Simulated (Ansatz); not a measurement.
## doublet K: levels of theory in one basis

A single K atom.

Basis set: STO-3G (spherical functions). Correlated methods keep 5 orbitals frozen. Correlation on ROHF uses semicanonical orbitals with singles. Charge 0, multiplicity 2.

Computed with Ansatz (development build ahead of 0.2.0); each method stands on the lowest determinant of its kind that the runs found.

| method | E − E(ROHF) (eV) | <S²> of the determinant |
| --- | --- | --- |
| ROHF | 0.00 | 0.75 |
| ROHF-CCSD | -0.41 | – |
| ROHF-CCSD(T) | -0.42 | – |

Q: What does ROHF-MP2 give on the same scale?

A: -0.35 eV.
